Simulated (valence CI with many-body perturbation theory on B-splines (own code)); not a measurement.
## E1 transitions of Ce XLV

Computed by relativistic CI+MBPT: four valence electrons over a frozen Dirac-Fock core [Ne], a basis of 11 s, 11 p, 9 d, 7 f, 5 g, 2 h, 1 i functions for each j, with the one-electron correlation potential Σ1, the two-electron term Σ2, the three-electron term Σ3, Breit, model QED; selected CI, second order for the rest (own B-spline code, finite nucleus).

No measured spectrum was set against this ion. As an estimate, large intervals hold to a few tenths of a per cent, small ones and those within an open d or f shell to about a per cent.

Lines 151 to 200 of 224 in falling wavelength, among levels below 4677.3 × 10³ cm⁻¹, chosen from the strongest by gf and those to the six lowest levels. Wavelengths and rates use the calculated energies. Electric multipoles are in the length gauge, E1 and E2 with the static RPA response of the core. Weak lines are less certain than strong ones. Lines between different terms over intervals too small for the method are left out, as are lines whose strength nearly cancels. The highest levels of a list are the least certain.

Levels are named by their leading jj configuration (3d3/2^4 stands for four electrons in 3d with j = 3/2), which in mixed levels can hold well under half, so a name can repeat and another be missing. Letters in brackets count levels of one name in rising energy.

| λ vac (Å) | Upper | Lower | A (s⁻¹) | S (a.u.) with core polarisation | S without |
| --- | --- | --- | --- | --- | --- |
| 50.01 | (3s 3p1/2 3p3/2^2) J=1 [a] | (3s^2 3p1/2 3p3/2) J=1 | 1.87e+11 | 3.46e-02 | 3.52e-02 |
| 49.92 | (3s 3p1/2 3p3/2 3d3/2) J=3 [c] | (3s^2 3p1/2 3d3/2) J=2 | 3.55e+11 | 1.53e-01 | 1.55e-01 |
| 49.84 | (3s 3p1/2 3p3/2 3d3/2) J=1 [c] | (3s^2 3p1/2 3d3/2) J=2 | 3.09e+11 | 5.67e-02 | 5.77e-02 |
| 49.82 | (3s 3p3/2^3) J=1 | (3s^2 3p3/2^2) J=0 | 3.24e+11 | 5.94e-02 | 6.05e-02 |
| 49.77 | (3s 3p1/2 3p3/2 3d3/2) J=2 [a] | (3s 3p1/2^2 3p3/2) J=2 | 2.16e+10 | 6.58e-03 | 6.71e-03 |
| 49.47 | (3s 3p1/2 3p3/2^2) J=2 [b] | (3s^2 3p1/2 3p3/2) J=1 | 1.36e+10 | 4.07e-03 | 4.14e-03 |
| 49.36 | (3s 3p1/2 3p3/2^2) J=1 [b] | (3s^2 3p1/2 3p3/2) J=2 | 4.37e+11 | 7.77e-02 | 7.92e-02 |
| 48.95 | (3s 3p1/2 3p3/2 3d5/2) J=3 [d] | (3s^2 3p1/2 3d5/2) J=3 | 1.66e+11 | 6.74e-02 | 6.86e-02 |
| 48.81 | (3s 3p1/2 3p3/2 3d5/2) J=2 [c] | (3s^2 3p1/2 3d5/2) J=3 | 9.56e+10 | 2.74e-02 | 2.79e-02 |
| 48.53 | (3s 3p1/2 3p3/2 3d5/2) J=1 [b] | (3s^2 3p1/2 3d5/2) J=2 | 6.36e+10 | 1.08e-02 | 1.10e-02 |
| 48.29 | (3s 3p1/2 3p3/2 3d5/2) J=3 [d] | (3s^2 3p1/2 3d5/2) J=2 | 1.16e+10 | 4.52e-03 | 4.61e-03 |
| 48.15 | (3s 3p1/2 3p3/2 3d5/2) J=2 [c] | (3s^2 3p1/2 3d5/2) J=2 | 2.59e+10 | 7.12e-03 | 7.26e-03 |
| 48.10 | (3s 3p1/2 3p3/2 3d3/2) J=1 [d] | (3s^2 3p1/2 3d3/2) J=2 | 2.27e+11 | 3.75e-02 | 3.82e-02 |
| 48.10 | (3s 3p1/2 3p3/2 3d3/2) J=1 [a] | (3s 3p1/2^2 3p3/2) J=2 | 7.70e+09 | 1.27e-03 | 1.29e-03 |
| 48.02 | (3s 3p1/2 3p3/2^2) J=1 [b] | (3s^2 3p1/2 3p3/2) J=1 | 1.82e+11 | 2.99e-02 | 3.05e-02 |
| 47.66 | (3s 3p1/2 3p3/2 3d5/2) J=2 [d] | (3s^2 3p1/2 3d5/2) J=3 | 2.54e+11 | 6.78e-02 | 6.91e-02 |
| 47.49 | (3s 3p1/2 3p3/2 3d5/2) J=2 [c] | (3s^2 3p1/2 3d3/2) J=1 | 1.70e+10 | 4.49e-03 | 4.57e-03 |
| 47.48 | (3s 3p1/2 3p3/2 3d3/2) J=3 [a] | (3s 3p1/2^2 3p3/2) J=2 | 1.25e+10 | 4.63e-03 | 4.71e-03 |
| 47.47 | (3s 3p1/2 3p3/2 3d3/2) J=2 [c] | (3s 3p1/2^2 3p3/2) J=1 | 3.26e+10 | 8.61e-03 | 8.76e-03 |
| 47.37 | (3s 3p1/2 3p3/2 3d3/2) J=2 [b] | (3s 3p1/2^2 3p3/2) J=2 | 8.25e+10 | 2.16e-02 | 2.20e-02 |
| 47.03 | (3s 3p1/2 3p3/2 3d5/2) J=2 [d] | (3s^2 3p1/2 3d5/2) J=2 | 6.55e+10 | 1.68e-02 | 1.71e-02 |
| 46.95 | (3s 3p3/2^3) J=1 | (3s^2 3p3/2^2) J=2 | 5.85e+11 | 8.96e-02 | 9.13e-02 |
| 46.46 | (3s 3p1/2 3p3/2 3d5/2) J=2 [b] | (3s^2 3p1/2 3d3/2) J=2 | 6.39e+10 | 1.58e-02 | 1.61e-02 |
| 45.59 | (3s 3p1/2 3p3/2 3d3/2) J=2 [e] | (3s^2 3p1/2 3d3/2) J=2 | 1.33e+11 | 3.12e-02 | 3.18e-02 |
| 45.19 | (3s 3p1/2 3p3/2 3d3/2) J=1 [c] | (3s 3p1/2^2 3p3/2) J=1 | 7.89e+10 | 1.08e-02 | 1.10e-02 |
| 44.44 | (3s^2 3d3/2^2) J=2 | (3s^2 3p1/2 3d3/2) J=1 | 7.19e+11 | 1.56e-01 | 1.59e-01 |
| 43.85 | (3s 3p1/2 3p3/2 3d3/2) J=2 [c] | (3s 3p1/2^2 3p3/2) J=2 | 4.24e+10 | 8.82e-03 | 8.98e-03 |
| 43.76 | (3s 3p1/2 3p3/2 3d3/2) J=1 [d] | (3s 3p1/2^2 3p3/2) J=1 | 6.50e+10 | 8.07e-03 | 8.22e-03 |
| 43.46 | (3s 3p1/2 3p3/2 3d3/2) J=3 [b] | (3s 3p1/2^2 3p3/2) J=2 | 3.75e+11 | 1.06e-01 | 1.08e-01 |
| 43.05 | (3s^2 3p3/2 3d3/2) J=3 | (3s^2 3p1/2 3p3/2) J=2 | 5.09e+11 | 1.40e-01 | 1.43e-01 |
| 43.02 | (3s^2 3p3/2 3d3/2) J=2 | (3s^2 3p1/2 3p3/2) J=2 | 6.01e+11 | 1.18e-01 | 1.20e-01 |
| 42.91 | (3s^2 3p3/2 3d3/2) J=1 | (3s^2 3p1/2 3p3/2) J=2 | 8.00e+10 | 9.36e-03 | 9.54e-03 |
| 42.75 | (3s 3p1/2 3p3/2 3d3/2) J=2 [d] | (3s 3p1/2^2 3p3/2) J=2 | 5.32e+11 | 1.03e-01 | 1.04e-01 |
| 42.66 | (3s 3p1/2 3p3/2 3d3/2) J=1 [b] | (3s 3p1/2^2 3p3/2) J=2 | 4.99e+11 | 5.73e-02 | 5.84e-02 |
| 42.39 | (3s 3p1/2 3p3/2 3d5/2) J=2 [b] | (3s 3p1/2^2 3p3/2) J=1 | 2.05e+10 | 3.85e-03 | 3.91e-03 |
| 42.16 | (3s 3p1/2 3p3/2 3d3/2) J=0 [b] | (3s 3p1/2^2 3p3/2) J=1 | 3.45e+11 | 1.28e-02 | 1.30e-02 |
| 42.04 | (3s 3p1/2 3p3/2 3d3/2) J=1 [e] | (3s 3p1/2^2 3p3/2) J=1 | 6.75e+11 | 7.43e-02 | 7.56e-02 |
| 41.99 | (3s^2 3p3/2 3d3/2) J=2 | (3s^2 3p1/2 3p3/2) J=1 | 2.88e+11 | 5.27e-02 | 5.37e-02 |
| 41.95 | (3s 3p1/2 3p3/2 3d3/2) J=3 [c] | (3s 3p1/2^2 3p3/2) J=2 | 1.75e+08 | 4.45e-05 | 4.53e-05 |
| 41.90 | (3s 3p1/2 3p3/2 3d3/2) J=1 [c] | (3s 3p1/2^2 3p3/2) J=2 | 1.34e+10 | 1.46e-03 | 1.48e-03 |
| 41.89 | (3s^2 3p3/2 3d3/2) J=1 | (3s^2 3p1/2 3p3/2) J=1 | 6.38e+11 | 6.94e-02 | 7.07e-02 |
| 41.81 | (3s^2 3p1/2 3d3/2) J=1 | (3s^2 3p1/2^2) J=0 | 8.69e+11 | 9.40e-02 | 9.57e-02 |
| 41.77 | (3s 3p1/2 3p3/2 3d5/2) J=2 [a] | (3s 3p1/2^2 3p3/2) J=2 | 5.21e+10 | 9.38e-03 | 9.55e-03 |
| 41.71 | (3s^2 3p3/2 3d3/2) J=0 | (3s^2 3p1/2 3p3/2) J=1 | 6.27e+11 | 2.24e-02 | 2.29e-02 |
| 41.67 | (3s^2 3p3/2 3d5/2) J=2 | (3s^2 3p1/2 3p3/2) J=2 | 1.20e+08 | 2.14e-05 | 2.20e-05 |
| 41.67 | (3s 3p1/2 3p3/2 3d3/2) J=2 [e] | (3s 3p1/2^2 3p3/2) J=1 | 3.35e+11 | 5.98e-02 | 6.09e-02 |
| 40.71 | (3s^2 3p3/2 3d5/2) J=2 | (3s^2 3p1/2 3p3/2) J=1 | 4.32e+08 | 7.20e-05 | 7.34e-05 |
| 40.66 | (3s 3p1/2 3p3/2 3d3/2) J=1 [d] | (3s 3p1/2^2 3p3/2) J=2 | 4.07e+08 | 4.05e-05 | 4.13e-05 |
| 40.64 | (3s 3p1/2 3p3/2 3d5/2) J=3 [a] | (3s 3p1/2^2 3p3/2) J=2 | 5.85e+10 | 1.36e-02 | 1.38e-02 |
| 40.15 | (3s^2 3d3/2^2) J=2 | (3s^2 3p1/2 3d3/2) J=2 | 4.92e+11 | 7.85e-02 | 8.00e-02 |
